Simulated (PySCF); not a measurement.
Job file and geometry (Å, from GFN2-xTB) of an NMR shielding run on SMILES C(CN([Si@H](C=C)O)C)C#N, C$_{6}$H$_{12}$N$_{2}$OSi, GIAO PBE0/pcSseg-1 NMR shielding, non-relativistic, gas phase (PySCF); density fitting, a coarse starting grid and PySCF grid level 2 are the driver's defaults:

```
$ OMP_NUM_THREADS=1 python probes_run.py task.json out

{"job": {"kind": "nmr", "xc": "PBE0", "basis": "pcSseg-1"}, "charge": 0, "multiplicity": 1}
C      3.089315     0.766908     1.068786
C      2.133429    -0.127607     0.876673
Si     1.188257    -0.368131    -0.736603
O      1.892677     0.304532    -2.036367
N     -0.362215     0.363727    -0.499237
C     -1.267594     0.488458    -1.619733
C     -1.008947     0.356160     0.781772
C     -1.653293    -0.998463     1.168951
C     -2.901216    -1.235777     0.496398
N     -3.909621    -1.416195    -0.013737
H      3.383555     1.456879     0.294023
H      3.628838     0.856353     2.000238
H      1.903172    -0.799481     1.694852
H      1.198171    -1.773873    -1.148400
H      2.021708     1.247685    -2.091349
H     -1.875199     1.390176    -1.506918
H     -0.689174     0.563868    -2.536326
H     -1.940412    -0.369668    -1.706324
H     -0.256460     0.590928     1.537724
H     -1.778386     1.136517     0.802774
H     -1.849871    -1.008722     2.244668
H     -0.957146    -1.805673     0.927285
```

Problem. Write the output of this run.

Solution. 
```
coarse grid: 18792 points
cycle   1  E = -709.2067825094  dE =  1.285e+00  |g| = 8.594e-01  |ddm| = 4.256e+00
cycle   2  E = -708.9693187997  dE =  2.375e-01  |g| = 1.391e+00  |ddm| = 1.774e+00
cycle   3  E = -709.3428340497  dE = -3.735e-01  |g| = 2.602e-01  |ddm| = 1.197e+00
cycle   4  E = -709.3562181818  dE = -1.338e-02  |g| = 8.929e-02  |ddm| = 2.174e-01
cycle   5  E = -709.3577223094  dE = -1.504e-03  |g| = 2.479e-02  |ddm| = 7.500e-02
cycle   6  E = -709.3578521191  dE = -1.298e-04  |g| = 4.972e-03  |ddm| = 2.144e-02
cycle   7  E = -709.3578569480  dE = -4.829e-06  |g| = 1.965e-03  |ddm| = 6.059e-03
final grid: 176832 points
cycle   8  E = -709.4249353427  dE = -4.569e-05  |g| = 1.128e-02  |ddm| = 3.590e-02
cycle   9  E = -709.4249103921  dE =  2.495e-05  |g| = 1.582e-02  |ddm| = 2.391e-02
cycle  10  E = -709.4249638809  dE = -5.349e-05  |g| = 1.863e-03  |ddm| = 1.438e-02
cycle  11  E = -709.4249646149  dE = -7.341e-07  |g| = 2.589e-04  |ddm| = 1.455e-03
cycle  12  E = -709.4249646261  dE = -1.114e-08  |g| = 1.483e-04  |ddm| = 3.159e-04
cycle  13  E = -709.4249646307  dE = -4.668e-09  |g| = 5.657e-05  |ddm| = 1.469e-04
cycle  14  E = -709.4249646314  dE = -6.191e-10  |g| = 2.136e-05  |ddm| = 4.640e-05
converged SCF energy = -709.4249646314

GIAO shielding tensors (ppm)
atom      isotropic    diamagn.    paramagn.     s11        s22        s33       span
  0 C       45.767     252.654    -206.887    -81.415     46.615    172.102    253.517
  1 C       44.011     266.344    -222.333    -78.579     35.767    174.845    253.424
  2 Si     380.681     883.271    -502.590    355.193    376.099    410.749     55.556
  3 O      306.869     389.302     -82.433    273.354    313.490    333.764     60.410
  4 N      209.708     332.487    -122.779    168.225    213.664    247.235     79.011
  5 C      149.468     246.919     -97.450    127.038    138.700    182.667     55.629
  6 C      134.796     246.457    -111.661    114.311    130.725    159.351     45.040
  7 C      164.810     251.232     -86.422    148.482    166.400    179.549     31.067
  8 C       60.352     259.760    -199.408    -60.709    -50.611    292.375    353.084
  9 N      -36.765     339.099    -375.864   -198.979   -194.470    283.153    482.132
 10 H       25.663      31.829      -6.166     21.742     24.614     30.634      8.892
 11 H       25.228      28.647      -3.420     22.054     24.574     29.056      7.002
 12 H       25.355      33.967      -8.612     21.952     25.047     29.068      7.116
 13 H       26.672      31.255      -4.582     22.935     25.391     31.691      8.756
 14 H       30.254      33.990      -3.737     23.341     24.123     43.297     19.956
 15 H       29.176      31.401      -2.225     25.461     26.485     35.582     10.121
 16 H       28.522      31.477      -2.955     22.972     28.766     33.827     10.855
 17 H       27.910      32.474      -4.564     21.930     27.585     34.216     12.286
 18 H       28.217      34.267      -6.050     22.917     29.289     32.444      9.527
 19 H       28.728      32.808      -4.080     24.320     28.499     33.365      9.045
 20 H       29.429      27.879       1.550     24.130     28.478     35.679     11.549
 21 H       29.701      31.408      -1.707     26.041     29.470     33.591      7.550
```

Problem. Turn these shieldings into chemical shifts. Scale: TMS for 13C (σ = 186.93 ppm), 29Si (σ = 349.16 ppm), 1H (σ = 31.72 ppm); 17O (σ = 336.08 ppm) vs H2O; NH3 for 15N (σ = 267.73 ppm) (reference shieldings calculated alike).

Solution. Averaging equivalent atoms: C 1: 142.9; C 0: 141.2; C 8: 126.6; C 6: 52.1; C 5: 37.5; C 7: 22.1; Si 2: -31.5; O 3: 29.2; N 9: 304.5; N 4: 58.0; H 11: 6.49; H 12: 6.36; H 10: 6.05; H 13: 5.04; H 18: 3.50; H 15/16/17: 3.18; H 19: 2.99; H 20: 2.29; H 21: 2.02; H 14: 1.46 ppm. Experimental scales use liquid or dissolved standards, which lie at an offset from isolated NH3 (liquid NH3: subtract about 20 ppm) and H2O (liquid H2O: subtract about 36 ppm). Unscaled 15N shifts of sp2 nitrogen come out 20 to 40 ppm too high even then.

Size and cost of the density-fitted run: 237 basis functions, 120 s wall time on 1 thread of an Arm Neoverse N1, shared host; peak memory 1.1 GiB.
